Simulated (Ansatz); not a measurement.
Basis-set series for C2H8O2Si (`COC[SiH2]O`). Charge 0, multiplicity 1. Geometry: relaxed with PBE0-D4/def2-TZVP. It is one conformer, not always the lowest.

| functional | basis | functions | energy (Eh) | HOMO (eV) | LUMO (eV) |
| --- | --- | --- | --- | --- | --- |
| PBE0-D4 | def2-TZVPP | 278 | -520.71834 | -7.29 | 0.23 |
| PBE0-D4 | def2-QZVPP | 538 | -520.74185 | -7.32 | 0.03 |
| ωB97M-V | def2-TZVPP | 278 | -520.97801 | -9.61 | 1.88 |
| ωB97M-V | def2-QZVPP | 538 | -521.00038 | -9.64 | 1.47 |

**Question.** Give the rows for def2-SVP. (An estimate is asked.)

**Answer.** Ansatz gave: 
```
functional     basis  functions  energy (Eh)  HOMO (eV)  LUMO (eV)
   PBE0-D4  def2-SVP        114   -520.33673      -7.18       0.80
   ωB97M-V  def2-SVP        114   -520.58572      -9.49       2.69
```

Positive LUMOs are unbound and depend on the basis.
